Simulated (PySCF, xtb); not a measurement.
TeClI, SMILES Cl[Te]I.

Harmonic wavenumbers (cm⁻¹) from xtb with GFN2-xTB at its own minimum, in rising order: 96, 252, 359.

Problem. What does PySCF with B3LYP-D3(BJ)/def2-SVP give at its own minimum? (Estimate from the structure and the level; the computed values follow.)

Solution. 89, 199, 354. Paired by order, the mean absolute difference is 22 cm⁻¹ and the zero-point energies are 1.0 and 0.9 kcal/mol.
